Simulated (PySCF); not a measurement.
Job file and geometry (Å, from GFN2-xTB) of an NMR shielding run on SMILES CC#CP/C=C\C, C$_{6}$H$_{9}$P, GIAO PBE0/pcSseg-1 NMR shielding, non-relativistic, gas phase in PySCF; density fitting, a coarse starting grid and PySCF grid level 2 are the driver's defaults:

```
{"job": {"kind": "nmr", "xc": "PBE0", "basis": "pcSseg-1"}, "charge": 0, "multiplicity": 1}
C      3.912158    -0.223291     0.986175
C      2.533609    -0.479234     0.633909
C      1.367496    -0.658841     0.388082
P     -0.267476    -1.057381    -0.135311
C     -0.881200     0.651017    -0.344435
C     -2.163744     0.956365    -0.494918
C     -3.276286    -0.034175    -0.456792
H      4.102756     0.849912     1.006015
H      4.126758    -0.637454     1.971515
H      4.574170    -0.687268     0.254693
H     -0.767183    -1.229506     1.169952
H     -0.117713     1.416611    -0.403281
H     -2.457985     1.989818    -0.637103
H     -3.963807     0.135069    -1.284291
H     -3.842104     0.067164     0.470413
H     -2.887048    -1.049863    -0.518881
```

**Question.** Write the output of this run.

**Answer.** 
```
coarse grid: 13720 points
cycle   1  E = -574.7564016242  dE =  8.002e-01  |g| = 4.454e-01  |ddm| = 4.004e+00
cycle   2  E = -574.7545577572  dE =  1.844e-03  |g| = 4.494e-01  |ddm| = 1.146e+00
cycle   3  E = -574.8085969076  dE = -5.404e-02  |g| = 7.279e-02  |ddm| = 6.731e-01
cycle   4  E = -574.8091913085  dE = -5.944e-04  |g| = 5.460e-02  |ddm| = 1.042e-01
cycle   5  E = -574.8099193299  dE = -7.280e-04  |g| = 9.542e-03  |ddm| = 4.916e-02
cycle   6  E = -574.8099434647  dE = -2.413e-05  |g| = 2.315e-03  |ddm| = 1.410e-02
cycle   7  E = -574.8099446793  dE = -1.215e-06  |g| = 6.563e-04  |ddm| = 2.741e-03
final grid: 127528 points
cycle   8  E = -574.8546582146  dE = -3.007e-05  |g| = 7.534e-03  |ddm| = 4.307e-02
cycle   9  E = -574.8546546389  dE =  3.576e-06  |g| = 8.381e-03  |ddm| = 1.537e-02
cycle  10  E = -574.8546727112  dE = -1.807e-05  |g| = 1.480e-03  |ddm| = 8.563e-03
cycle  11  E = -574.8546732509  dE = -5.397e-07  |g| = 2.765e-04  |ddm| = 1.368e-03
cycle  12  E = -574.8546732673  dE = -1.643e-08  |g| = 1.041e-04  |ddm| = 3.743e-04
cycle  13  E = -574.8546732702  dE = -2.850e-09  |g| = 2.657e-05  |ddm| = 1.400e-04
cycle  14  E = -574.8546732703  dE = -1.614e-10  |g| = 1.080e-05  |ddm| = 3.852e-05
converged SCF energy = -574.8546732703

GIAO shielding tensors (ppm)
atom      isotropic    diamagn.    paramagn.     s11        s22        s33       span
  0 C      180.621     253.326     -72.705    172.451    172.714    196.699     24.248
  1 C       77.543     272.453    -194.910    -15.171     -3.191    250.990    266.161
  2 C      108.358     272.127    -163.769     17.276     30.592    277.207    259.930
  3 P      457.948     967.120    -509.172    422.242    441.154    510.446     88.204
  4 C       52.710     262.979    -210.269    -48.501     74.085    132.545    181.047
  5 C       43.613     255.195    -211.582    -76.805     47.285    160.360    237.164
  6 C      166.748     249.489     -82.741    152.472    164.598    183.175     30.703
  7 H       29.573      30.757      -1.183     24.484     28.117     36.118     11.634
  8 H       29.584      27.744       1.839     24.617     27.798     36.335     11.718
  9 H       29.593      27.081       2.511     24.447     27.913     36.418     11.971
 10 H       26.596      29.565      -2.969     21.079     27.141     31.569     10.489
 11 H       25.643      35.310      -9.666     22.946     24.555     29.430      6.484
 12 H       25.366      31.799      -6.433     23.101     24.515     28.482      5.381
 13 H       29.890      27.000       2.890     26.186     27.290     36.195     10.008
 14 H       29.916      28.173       1.743     26.342     27.354     36.050      9.708
 15 H       29.985      30.556      -0.571     25.155     31.613     33.186      8.030
```

Size and cost of the density-fitted run: 171 basis functions, 20 s wall time on 1 thread of an Arm Neoverse V1, shared host.
